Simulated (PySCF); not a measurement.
Cd(OH)(SiH3) (CdH4OSi), SMILES [SiH3][Cd][OH].

The structure is a stationary point at B3LYP-D3(BJ)/def2-TZVP. The def2 effective core potentials stand for the cores of Cd; spin–orbit coupling is left out. The values are those of a single conformer.

These are B3LYP-D3(BJ)/def2-TZVP (PySCF) values and carry that method's errors.

Frequencies are harmonic and unscaled.

```json
[
 {"mode": "1", "ν (cm⁻¹)": "12", "IR (km/mol)": "94.7", "moving atoms (share of kinetic energy)": "H 76 %, O 20 %"},
 {"mode": "2", "ν (cm⁻¹)": "101", "IR (km/mol)": "8.6", "moving atoms (share of kinetic energy)": "O 48 %, Cd 25 %, Si 14 %, H 13 %"},
 {"mode": "3", "ν (cm⁻¹)": "106", "IR (km/mol)": "0.1", "moving atoms (share of kinetic energy)": "O 35 %, H 29 %, Cd 23 %, Si 13 %"},
 {"mode": "4", "ν (cm⁻¹)": "291", "IR (km/mol)": "0.6", "moving atoms (share of kinetic energy)": "Si 72 %, Cd 14 %"},
 {"mode": "5", "ν (cm⁻¹)": "469", "IR (km/mol)": "5.3", "moving atoms (share of kinetic energy)": "H 89 %, Si 10 %"},
 {"mode": "6", "ν (cm⁻¹)": "472", "IR (km/mol)": "4.0", "moving atoms (share of kinetic energy)": "H 89 %, Si 10 %"},
 {"mode": "7", "ν (cm⁻¹)": "559", "IR (km/mol)": "129.1", "moving atoms (share of kinetic energy)": "O 82 %, Cd 15 %"},
 {"mode": "8", "ν (cm⁻¹)": "709", "IR (km/mol)": "37.0", "moving atoms (share of kinetic energy)": "H 93 %"},
 {"mode": "9", "ν (cm⁻¹)": "870", "IR (km/mol)": "314.4", "moving atoms (share of kinetic energy)": "H 91 %, Si 9 %"},
 {"mode": "10", "ν (cm⁻¹)": "954", "IR (km/mol)": "46.2", "moving atoms (share of kinetic energy)": "H 97 %"},
 {"mode": "11", "ν (cm⁻¹)": "954", "IR (km/mol)": "46.2", "moving atoms (share of kinetic energy)": "H 97 %"},
 {"mode": "12", "ν (cm⁻¹)": "2208", "IR (km/mol)": "71.6", "moving atoms (share of kinetic energy)": "H 99 %"},
 {"mode": "13", "ν (cm⁻¹)": "2219", "IR (km/mol)": "87.0", "moving atoms (share of kinetic energy)": "H 96 %"},
 {"mode": "14", "ν (cm⁻¹)": "2221", "IR (km/mol)": "86.1", "moving atoms (share of kinetic energy)": "H 96 %"},
 {"mode": "15", "ν (cm⁻¹)": "3831", "IR (km/mol)": "37.8", "moving atoms (share of kinetic energy)": "H 94 %"}
]
```
